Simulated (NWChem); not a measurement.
System: CH₅In; SMILES [InH2][CH3]

Input file for NWChem:

```
start job
memory heap 200 mb stack 900 mb global 1100 mb
geometry units angstroms noautosym nocenter noautoz
  In     0.004238     0.326320    -0.002827
  H     -1.504148     1.193166     0.008776
  H      1.496686     1.219191     0.008663
  C      0.006824    -1.840101    -0.011082
  H     -0.231414    -2.204252     1.001415
  H      0.986403    -2.243878    -0.302634
  H     -0.764888    -2.226481    -0.693331
end
basis spherical
  * library def2-svpd
end
ecp
  In library def2-ecp
end
dft
  xc xcamb88 1.00 lyp 0.81 vwn_5 0.19 hfexch 1.00
  cam 0.33 cam_alpha 0.19 cam_beta 0.46
  iterations 150
end
property
  response 1 0.0
end
task dft property
```

Coordinates come from a PBE0/def2-SVP optimisation. Not confirmed as a minimum by frequencies. def2 effective core potentials on In; no spin-orbit coupling.

Static field.

### Question
Give the results of this calculation. (CAM-B3LYP/def2-SVPD with def2 effective core potentials on In.) Quantities: isotropic polarisability (bohr³); anisotropy (bohr³).

### Answer
| Property | Value |
|---|---|
| isotropic polarisability (bohr³) | 53.3 |
| anisotropy (bohr³) | 20.7 |
